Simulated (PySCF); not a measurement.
Molecule: `O(BF)C(F)F`, CH2BF3O.

Cartesian coordinates in Å; atom numbers follow the order of the lines, from 1:
```xyz
8

F     1.2701   -1.0236   -0.5647
B     1.2624    0.2202   -0.1137
O     0.1591    0.7008    0.5100
C    -0.9551   -0.0642    0.7417
F    -0.8042   -0.7166    1.9009
F    -1.9947    0.7584    0.8557
H     2.2150    0.9340   -0.2613
H    -1.1445   -0.7972   -0.0601
```

Geometry PBE0-D3(BJ)/def2-SVP throughout; GIAO in PySCF 2.14, gas phase, one conformer, non-relativistic; equivalent atoms averaged; functional PBE0.

For orientation, 6-31G* gives these absolute shieldings σ: F1 262.4, F5/F6 291.2, B2 90.6, O3 152.8, C4 83.7, H7 27.44, H8 25.26 ppm.

A run gave: F1 291.0, F5/F6 401.6, B2 108.4, O3 267.2, C4 142.5, H7 28.38, H8 28.40 ppm (absolute shieldings σ).

Question: Which basis set was used in that run?
A. cc-pVDZ
B. 6-311+G(2d,p)
C. cc-pVTZ
D. STO-3G
E. def2-TZVP

Answer: D. C4 tells them apart best: STO-3G gives 142.5, def2-TZVP gives 69.9, 6-311+G(2d,p) gives 72.7, cc-pVDZ gives 85.7, cc-pVTZ gives 71.2 ppm.
